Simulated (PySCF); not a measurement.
These 4 structures share the formula C6H10N2Si. Theory: PBE0-D3(BJ)/def2-SVP geometry optimisation, gas phase in PySCF. One conformer each; no zero-point energy, no entropy. No frequencies were run at this level. Point groups hold within 0.08 Å.

Question: Order them by energy at this level, lowest first, and give relative energies in kcal/mol.
A. `[CH3:1][CH2:2][c:3]1[n:4][n:5][cH:6][cH:7][c:8]1[SiH3:9]` with C1–C2–C3–N4 -80°
B. `[SiH3:1][c:2]1[cH:3][cH:4][n:5][n:6]1[CH:7]1[CH2:8][CH2:9]1` with N5–N6–C7–C8 -48°
C. `[NH2:1][SiH2:2][NH:3][c:4]1[cH:5][cH:6][cH:7][cH:8][cH:9]1` with H–N1–Si2–N3 -74° and 139°, N1–Si2–N3–C4 162°, Si2–N3–C4–C5 7°
D. `[SiH3:1][NH:2][NH:3][c:4]1[cH:5][cH:6][cH:7][cH:8][cH:9]1` with Si1–N2–N3–C4 -111°, N2–N3–C4–C5 14°

Answer: C (0.0), D (46.0), A (61.6), B (65.0).

As drawn, the lowest has an N–H bond, which the highest lacks; the highest has a three-membered ring, an N–N linkage and an Si–C bond, which the lowest lacks.

| SMILES | E (Eh) | E rel (kcal/mol) | dipole (D) | point group | A, B, C (MHz) |
| --- | --- | --- | --- | --- | --- |
| N[SiH2]Nc1ccccc1 | -632.85861 | 0.0 | 2.58 | C1 | 4340, 674.5, 592.3 |
| [SiH3]NNc1ccccc1 | -632.78523 | 46.0 | 1.60 | C1 | 3852, 697.2, 620.3 |
| CCc1nnccc1[SiH3] | -632.76052 | 61.6 | 3.31 | C1 | 1668, 1363, 804.6 |
| [SiH3]c1ccnn1C1CC1 | -632.75500 | 65.0 | 1.40 | C1 | 1975, 1213, 806.4 |

Q: How do the relative energies change in single points at PBE0/pcSseg-1 (no added dispersion term) on the same geometries?

A: 
| SMILES | PBE0-D3(BJ)/def2-SVP (kcal/mol) | PBE0/pcSseg-1 (kcal/mol) | shift |
| --- | --- | --- | --- |
| N[SiH2]Nc1ccccc1 | 0.0 | 0.0 | 0.0 |
| [SiH3]NNc1ccccc1 | 46.0 | 48.1 | +2.1 |
| CCc1nnccc1[SiH3] | 61.6 | 61.5 | -0.1 |
| [SiH3]c1ccnn1C1CC1 | 65.0 | 66.5 | +1.5 |

Each column counts from its own lowest isomer. The order is unchanged; the largest shift is 2.1 kcal/mol.
